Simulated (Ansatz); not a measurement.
Cost and result for the atomization energy of C₆H₁₅BN₂, SMILES `CC1=[N+](C)[B-](C)(C)N1C` (24 atoms, 24 bonds).

| atom | x (Å) | y (Å) | z (Å) |
| --- | --- | --- | --- |
| C1 | 0.592 | -2.396 | 0.602 |
| C2 | 0.270 | -0.990 | 0.248 |
| N3 | -0.204 | -0.524 | -0.892 |
| C4 | -0.863 | -1.236 | -1.938 |
| B5 | -0.229 | 0.946 | -0.245 |
| C6 | 0.836 | 1.958 | -0.877 |
| C7 | -1.710 | 1.501 | -0.004 |
| N8 | 0.355 | 0.098 | 0.989 |
| C9 | 1.106 | 0.342 | 2.176 |
| H10 | 1.202 | -2.445 | 1.503 |
| H11 | 1.130 | -2.883 | -0.213 |
| H12 | -0.328 | -2.959 | 0.782 |
| H13 | -0.566 | -2.288 | -1.950 |
| H14 | -0.606 | -0.804 | -2.908 |
| H15 | -1.955 | -1.193 | -1.834 |
| H16 | 1.819 | 1.501 | -1.029 |
| H17 | 0.975 | 2.837 | -0.236 |
| H18 | 0.498 | 2.335 | -1.848 |
| H19 | -2.170 | 1.820 | -0.946 |
| H20 | -1.705 | 2.379 | 0.650 |
| H21 | -2.375 | 0.758 | 0.452 |
| H22 | 0.511 | 0.919 | 2.888 |
| H23 | 2.017 | 0.915 | 1.962 |
| H24 | 1.400 | -0.590 | 2.666 |

The species carries charge 0 and has multiplicity 1. The geometry is a stationary point of PBE0-D4/def2-TZVP. Program: Ansatz. All runs use 4 threads of an AMD EPYC 7R13 on a shared host and a share of an NVIDIA H100 80 GB. Times are those of one run each, without the atoms' runs, and a repeat can differ threefold. Electronic energies, without spin–orbit coupling; frozen cores. CCSD(T)/CBS adds CCSD(T) − MP2 in def2-TZVPP to the MP2 limit, and its time is that of the two runs behind it. T1 = 0.013. B3LYP takes the VWN-RPA correlation (the form of Gaussian; ORCA's B3LYP/G).

CCSD(T)/CBS is a level of theory with its own doubt, some kJ/mol a heavy atom from the limit and from the frozen cores, so smaller differences don't rank the functionals.

```csv
level,functions,wall time,atomization (kcal/mol),difference from CCSD(T)/CBS,per bond
B3LYP-D4/def2-TZVPP (with forces),489,3.1 s,2318.1,15.9,0.7
BHLYP-D4/def2-TZVPP,489,3.3 s,2255.0,-47.2,-2.0
LDA (SPW92)/def2-TZVPP,489,4 s,2644.3,342.1,14.3
PBE0-D4/def2-TZVPP,489,4.5 s,2331.8,29.6,1.2
B2PLYP/def2-TZVPP,489,4.8 s,2288.5,-13.7,-0.6
revPBE-D4/def2-TZVPP,489,4.8 s,2316.4,14.2,0.6
CCSD(T)/def2-SVP,201,4.9 s,2211.6,-90.6,-3.8
PBE-D4/def2-TZVPP (with forces),489,6 s,2369.0,66.8,2.8
r2SCAN-D4/def2-TZVPP (with forces),489,6 s,2315.5,13.3,0.6
B97M-V/def2-TZVPP,489,6.5 s,2314.4,12.2,0.5
MP2/def2-QZVPP,963,7 s,2312.5,10.3,0.4
CCSD(T)/def2-TZVPP,489,28 s,2249.5,-52.7,-2.2
CCSD(T)/CBS(def2),–,35 s,2302.2,0.0,0.0
```

From BLYP to BHLYP (50 % exact exchange), in def2-TZVPP and without D4, the atomization energy moves by −43.0 kcal/mol: exact exchange takes away binding that semilocal exchange gives to molecules. Leaving LDA and LC-ωPBE aside and taking each functional with its dispersion term where it has one, the values spread over 114.0 kcal/mol, from BHLYP-D4 to PBE-D4. LDA lies +289.5 kcal/mol from PBE without D4, its usual overbinding. The D4 term adds +22.2 kcal/mol with B3LYP and +12.2 kcal/mol with PBE0; it sums over pairs of atoms, weighted by their polarisabilities, and B3LYP, whose exchange is more repulsive, gets the larger term.
